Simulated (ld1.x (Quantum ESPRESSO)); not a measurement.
Logarithmic derivatives: tin, TM

* Element: Sn
* Generator: ld1.x (Quantum ESPRESSO) 7.5
* Type: norm-conserving Troullier–Martins (Kleinman–Bylander form)
* Functional: PBE
* Relativity: scalar-relativistic
* Frozen core: [Kr] 4d10
* Valence charge: 4
* Reference configuration: 5s1.5 5p2.5
* Partial waves: 5p (bound): rc 2.60 bohr; 5d channel at 0.1 Ry: rc 2.25 bohr; 5s (bound): rc 1.55 bohr
* Local potential: the s channel
* Core correction: none

The phase is arctan(r·u′/u) with u = r·R(r), unwrapped; energies in Ry, scanned from -3 to 5 Ry. A pole is an energy at which the radial function vanishes at the test radius. The pseudo phase is shifted by a multiple of π to meet the all-electron one at the reference energy, and phase errors are pseudo minus all-electron; the curves can meet again beyond the range given. Levels narrower than the energy grid can be missing from the lists of poles.

Q: For each channel, where are the poles, and over which energies does the pseudopotential scatter like the atom?

A:

```csv
channel,radius (bohr),reference energy (Ry),"poles, all-electron","poles, pseudo",unbroken range about the reference energy with phases within 0.05 rad,phase error 1 Ry above the reference energy (rad)
s,2.84,-0.81,0.11,"0.08, 2.84",below 1.1,-0.009
p,2.84,-0.29,1.22,1.21,below 3.7,-0.002
d,2.84,0.10,"-1.92, 3.23",2.74,-1.7 to 0.7,-0.127
```

Note: ghost state, extra bound levels that the all-electron valence spectrum of the same l lacks: d at -73.2 eV. A true bound ghost makes a file unfit for plane-wave use.

Phases in the s channel:

| E (Ry) | all-electron | pseudo |
| --- | --- | --- |
| -3.00 | 1.312 | 1.311 |
| -2.52 | 1.265 | 1.264 |
| -2.04 | 1.181 | 1.179 |
| -1.56 | 0.968 | 0.964 |
| -1.08 | -0.040 | -0.044 |
| -0.60 | -1.254 | -1.255 |
| -0.12 | -1.512 | -1.516 |
| 0.36 | -1.619 | -1.630 |
| 0.84 | -1.692 | -1.720 |
| 1.32 | -1.762 | -1.846 |
| 1.80 | -1.853 | -2.311 |
| 2.28 | -2.011 | -4.361 |
| 2.76 | -2.400 | -4.687 |
| 3.24 | -3.454 | -4.813 |
| 3.72 | -4.180 | -4.934 |
| 4.20 | -4.421 | -5.148 |
| 4.68 | -4.531 | -5.851 |
